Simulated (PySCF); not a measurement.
BO, doublet, at a GFN2-xTB geometry, with bond 2-1 at 1.8 times its length; CASSCF(9,8)/def2-SVP (PySCF).

Here is a job for PySCF.
```python
from pyscf import gto, scf, mcscf
import numpy

mol = gto.M(
    atom='''
B    -0.00000000   -0.00000000   -0.72915907
O     0.00000000    0.00000000    1.40363121
''',
    basis='def2-svp',
    spin=1,
    verbose=4,
)

mf = scf.ROHF(mol)
mf.kernel()
mc = mcscf.CASSCF(mf, 8, 9)
mc.fix_spin_(ss=0.75)
mc.kernel()
occ = numpy.linalg.eigvalsh(mc.fcisolver.make_rdm1(mc.ci, mc.ncas, mc.nelecas))[::-1]
ss = mc.fcisolver.spin_square(mc.ci, mc.ncas, mc.nelecas)[0]
print('natural occupations', occ.round(4), ' <S^2>', round(ss, 4))
```

Write the output that PySCF gives for this input, abridged.


```
PySCF version 2.14.0

[INPUT] verbose = 4
[INPUT] num. atoms = 2
[INPUT] num. electrons = 13
[INPUT] charge = 0
[INPUT] spin (= nelec alpha-beta = 2S) = 1
[INPUT] symmetry False subgroup None
[INPUT] Mole.unit = angstrom
[INPUT] Symbol           X                Y                Z      unit          X                Y                Z       unit  Magmom
[INPUT]  1 B      0.000000000000   0.000000000000  -0.729159070000 AA    0.000000000000   0.000000000000  -1.377910943543 Bohr   0.0
[INPUT]  2 O      0.000000000000   0.000000000000   1.403631210000 AA    0.000000000000   0.000000000000   2.652478566792 Bohr   0.0

nuclear repulsion = 9.9245990734729
number of shells = 12
number of NR pGTOs = 48
number of NR cGTOs = 28
basis = def2-svp
ecp = {}

******** <class 'pyscf.scf.rohf.ROHF'> ********
method = ROHF
initial guess = minao
damping factor = 0
level_shift factor = 0
DIIS = <class 'pyscf.scf.diis.CDIIS'>
diis_start_cycle = 1
diis_space = 8
diis_damp = 0
SCF conv_tol = 1e-09
SCF conv_tol_grad = None
SCF max_cycles = 50
direct_scf = True
direct_scf_tol = 1e-13
num. doubly occ = 6  num. singly occ = 1
Set gradient conv threshold to 3.16228e-05
init E= -98.5853640593138
  HOMO = -0.328419407934895  LUMO = 0.0367248821560632  gap/eV = 9.93608
cycle= 1 E= -98.8262509431457  delta_E= -0.241  |g|= 0.78  |ddm|= 0.886
  HOMO = -0.134487017672352  LUMO = -0.0356674469583988  gap/eV = 2.68902
cycle= 2 E= -95.0688366366762  delta_E= 3.76  |g|= 3.11  |ddm|= 1.98
  HOMO = -0.166717147379648  LUMO = -0.0468332858899011  gap/eV = 3.26221
cycle= 3 E= -99.1331825817448  delta_E= -4.06  |g|= 0.267  |ddm|= 1.53
  HOMO = -0.192369245119348  LUMO = -0.0195648472217793  gap/eV = 4.70225
cycle= 4 E= -99.1544810870267  delta_E= -0.0213  |g|= 0.125  |ddm|= 0.144
  HOMO = -0.187155215741807  LUMO = 0.00388293539967503  gap/eV = 5.19841
cycle= 5 E= -99.1636039206913  delta_E= -0.00912  |g|= 0.018  |ddm|= 0.123
  HOMO = -0.18623840316198  LUMO = -0.00353089719497317  gap/eV = 4.97172
cycle= 6 E= -99.1644443662937  delta_E= -0.00084  |g|= 0.0159  |ddm|= 0.0425
  HOMO = -0.181765895943561  LUMO = -0.00654812427486228  gap/eV = 4.76792
cycle= 7 E= -99.1649866196813  delta_E= -0.000542  |g|= 0.00856  |ddm|= 0.0412
  HOMO = -0.178615560609222  LUMO = -0.00856389581259363  gap/eV = 4.62734
cycle= 8 E= -99.1653096017373  delta_E= -0.000323  |g|= 0.00367  |ddm|= 0.0486
  HOMO = -0.176726326387128  LUMO = -0.00922192031979472  gap/eV = 4.55803
cycle= 9 E= -99.1653462724327  delta_E= -3.67e-05  |g|= 0.00118  |ddm|= 0.0158
  HOMO = -0.17679560649344  LUMO = -0.00922458723436207  gap/eV = 4.55984
cycle= 10 E= -99.1653489399217  delta_E= -2.67e-06  |g|= 0.000458  |ddm|= 0.00425
  HOMO = -0.176582235353693  LUMO = -0.00930466356710194  gap/eV = 4.55185
cycle= 11 E= -99.1653492421083  delta_E= -3.02e-07  |g|= 5.93e-05  |ddm|= 0.00148
  HOMO = -0.176547164440237  LUMO = -0.00930978144052491  gap/eV = 4.55076
cycle= 12 E= -99.1653492488383  delta_E= -6.73e-09  |g|= 1.82e-05  |ddm|= 0.000195
  HOMO = -0.176550083743543  LUMO = -0.00930883121343378  gap/eV = 4.55087
cycle= 13 E= -99.1653492493943  delta_E= -5.56e-10  |g|= 5.81e-06  |ddm|= 6.91e-05
  HOMO = -0.176547357257176  LUMO = -0.00930980455141051  gap/eV = 4.55077
Extra cycle  E= -99.165349249403  delta_E= -8.7e-12  |g|= 5.25e-06  |ddm|= 8.73e-06
converged SCF energy = -99.165349249403

******** <class 'pyscf.mcscf.mc1step.CASSCF'> ********
CAS (5e+4e, 8o), ncore = 2, nvir = 18
max_cycle_macro = 50
max_cycle_micro = 4
conv_tol = 1e-07
conv_tol_grad = None
orbital rotation max_stepsize = 0.02
orbital rotation threshold for CI restart = 0.01
augmented hessian ah_max_cycle = 30
augmented hessian ah_conv_tol = 1e-12
augmented hessian ah_linear dependence = 1e-14
augmented hessian ah_level shift = 1e-08
augmented hessian ah_start_tol = 2.5
augmented hessian ah_start_cycle = 3
augmented hessian ah_grad_trust_region = 3
kf_trust_region = 3
kf_interval = 4
ci_response_space = 4
ci_grad_trust_region = 3
with_dep4 0
natorb = False
canonicalization = True
sorting_mo_energy = False
ao2mo_level = 2
internal_rotation = False
******** <class 'pyscf.fci.addons.SpinPenaltyFCISolver'> ********
max. cycles = 50
conv_tol = 1e-08
davidson only = True
linear dependence = 1e-12
level shift = 0.001
max iter space = 12
nroots = 1
pspace_size = 400
spin = None
CASCI E = -99.2684207353496  S^2 = 0.7500000
Set conv_tol_grad to 0.000316228
macro iter   1 ( 21 JK    4 micro), CASSCF E = -99.3130708140697  dE = -4.46500787e-02  S^2 = 0.7500000
               |grad[o]|= 0.16  |grad[c]|=0.0518  |ddm|=0.0927  |maxRot[o]|=0.244
macro iter   2 ( 18 JK    4 micro), CASSCF E = -99.3135099260781  dE = -4.39112008e-04  S^2 = 0.7500000
               |grad[o]|=0.036  |grad[c]|=0.0667  |ddm|=0.0252  |maxRot[o]|=0.256
macro iter   3 (  7 JK    2 micro), CASSCF E = -99.3138010300906  dE = -2.91104013e-04  S^2 = 0.7500000
               |grad[o]|=0.00761  |grad[c]|=0.00506  |ddm|=0.00114  |maxRot[o]|=0.0699
macro iter   4 (  7 JK    2 micro), CASSCF E = -99.3140525323669  dE = -2.51502276e-04  S^2 = 0.7500000
               |grad[o]|=0.00539  |grad[c]|=0.00712  |ddm|=0.00129  |maxRot[o]|=0.0699
macro iter   5 ( 15 JK    4 micro), CASSCF E = -99.3136718055155  dE =  3.80726851e-04  S^2 = 0.7500000
               |grad[o]|=0.00283  |grad[c]|=0.0292  |ddm|=0.00319  |maxRot[o]|= 0.11
macro iter   6 ( 21 JK    4 micro), CASSCF E = -99.3136766995286  dE = -4.89401309e-06  S^2 = 0.7500000
               |grad[o]|=0.00343  |grad[c]|=0.00409  |ddm|=0.000431  |maxRot[o]|=0.00163
macro iter   7 (  7 JK    2 micro), CASSCF E = -99.3138326044015  dE = -1.55904873e-04  S^2 = 0.7500000
               |grad[o]|=0.00284  |grad[c]|=0.00216  |ddm|=0.000629  |maxRot[o]|=0.0383
macro iter   8 (  7 JK    2 micro), CASSCF E = -99.3140237654996  dE = -1.91161098e-04  S^2 = 0.7500000
               |grad[o]|=0.00246  |grad[c]|=0.00404  |ddm|=0.000944  |maxRot[o]|=0.0518
macro iter   9 (  6 JK    2 micro), CASSCF E = -99.3141187023365  dE = -9.49368369e-05  S^2 = 0.7500000
               |grad[o]|=0.00177  |grad[c]|=0.00321  |ddm|=0.000766  |maxRot[o]|=0.043
macro iter  10 ( 11 JK    4 micro), CASSCF E = -99.3141328370669  dE = -1.41347305e-05  S^2 = 0.7500000
               |grad[o]|=0.000848  |grad[c]|=0.000792  |ddm|=0.00142  |maxRot[o]|=0.0118
macro iter  11 ( 10 JK    4 micro), CASSCF E = -99.3141328543832  dE = -1.73162533e-08  S^2 = 0.7500000
               |grad[o]|=0.000511  |grad[c]|=0.000455  |ddm|=0.000688  |maxRot[o]|=0.00145
macro iter  12 ( 13 JK    4 micro), CASSCF E = -99.3141329440034  dE = -8.96202152e-08  S^2 = 0.7500000
               |grad[o]|=0.000448  |grad[c]|=0.000369  |ddm|=0.000251  |maxRot[o]|=0.000516
macro iter  13 ( 10 JK    2 micro), CASSCF E = -99.3141356401608  dE = -2.69615741e-06  S^2 = 0.7500000
               |grad[o]|=0.000436  |grad[c]|=0.000115  |ddm|=9.38e-05  |maxRot[o]|=0.0052
macro iter  14 (  5 JK    2 micro), CASSCF E = -99.3141367961369  dE = -1.15597612e-06  S^2 = 0.7500000
               |grad[o]|=0.000273  |grad[c]|=8.21e-05  |ddm|=8.77e-05  |maxRot[o]|=0.00408
macro iter  15 (  3 JK    1 micro), CASSCF E = -99.3141371182176  dE = -3.22080638e-07  S^2 = 0.7500000
               |grad[o]|=0.000141  |grad[c]|=0.000102  |ddm|=4.48e-05  |maxRot[o]|=0.00349
macro iter  16 (  3 JK    1 micro), CASSCF E = -99.3141371212931  dE = -3.07548476e-09  S^2 = 0.7500000
               |grad[o]|=4.34e-05  |grad[c]|=3.14e-05  |ddm|=1.29e-05  |maxRot[o]|=7.5e-05
1-step CASSCF converged in  16 macro (164 JK  44 micro) steps
CASSCF canonicalization
Density matrix diagonal elements [1.99487847 1.90486999 1.92755044 0.99079193 1.8825011  0.08813227
 0.08859567 0.12268013]
CASSCF energy = -99.3141371212931
CASCI E = -99.3141371212931  E(CI) = -22.7429607327875  S^2 = 0.7500000
natural occupations [1.9988 1.935  1.9189 1.8664 0.9977 0.1209 0.0823 0.0801]  <S^2> 0.75
```
